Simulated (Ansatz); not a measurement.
A made-up structure of HTeO$_{2}$ (charge -1), singlet:

O1  (0.191, -0.335, 1.878)
Te2  (-0.759, 0.588, 0.584)
O3  (-0.155, -0.303, -1.149)
H4  (0.257, -0.659, 2.790)
(Å)

It is relaxed with PBE-D4/def2-SVPD and then PBE0-D4/def2-TZVPD (Ansatz 0.2.0). Atoms count as bonded within 1.22 times the sum of their covalent radii (H–H: 0.88 Å). The end point is not checked to be a true minimum.

Task: Does its bonding change? (A judgement: the text doesn't fix the answer.)

Result: The calculation gives: No: no bond forms or breaks.

Where it ends: The first stage lowers the energy by 1.37 eV in 9 steps. It ends as HTeO₂ ([O][Te][OH]), total charge -1:
| atom | x (Å) | y (Å) | z (Å) |
| --- | --- | --- | --- |
| O1 | 0.4405 | -0.0263 | 2.0755 |
| Te2 | -0.7602 | 0.6131 | 0.5550 |
| O3 | -0.2116 | -0.4280 | -0.8744 |
| H4 | 0.0657 | -0.8676 | 2.3472 |

Labels in which every atom is bracketed show which atoms are joined, not bond orders.

For scale, one of the runs: PBE0-D4/def2-TZVPD relaxation, 148 basis functions, launched by `ansatz run in.yaml --threads 2 --pin off --events-out ev --progress --plain --max-ram 4352MiB`. The run took about 18 s on 2 CPU threads of an Arm Neoverse V1 (shared host).
